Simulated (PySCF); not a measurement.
## Correlation energy of Ni (nickel, neutral)

Starting occupation: [Ar] 3d10. Calculation: PySCF 2.14, in x2c-TZVPall-2c (6s7p4d1f, 54 functions); X2C-1e with screened-nucleus spin-orbit coupling, Gaussian nucleus. Frozen: [Ne]; 18 electrons correlated; the 6 highest virtual spinors left out.

MP2 pair energies summed by pair of shells (mhartree):

| pair | energy | share (%) |
| --- | --- | --- |
| 3d3/2-3d5/2 | -246.51 | 30.4 |
| 3d5/2-3d5/2 | -166.32 | 20.5 |
| 3d5/2-3p3/2 | -82.14 | 10.1 |
| 3d3/2-3d3/2 | -67.86 | 8.4 |
| 3d3/2-3p3/2 | -56.23 | 6.9 |
| 3d5/2-3p1/2 | -41.73 | 5.1 |
| 3d5/2-3s1/2 | -28.21 | 3.5 |
| 3d3/2-3p1/2 | -26.36 | 3.2 |
| 3p1/2-3p3/2 | -23.87 | 2.9 |
| 3p3/2-3p3/2 | -23.13 | 2.9 |
| 3d3/2-3s1/2 | -18.83 | 2.3 |
| 3p3/2-3s1/2 | -14.09 | 1.7 |
| 3p1/2-3s1/2 | -7.04 | 0.9 |
| 3p1/2-3p1/2 | -5.55 | 0.7 |
| 3s1/2-3s1/2 | -3.32 | 0.4 |

Total MP2 correlation energy: -811.18 mhartree.

This basis was not built for core-valence correlation, so the inner-shell part is incomplete.
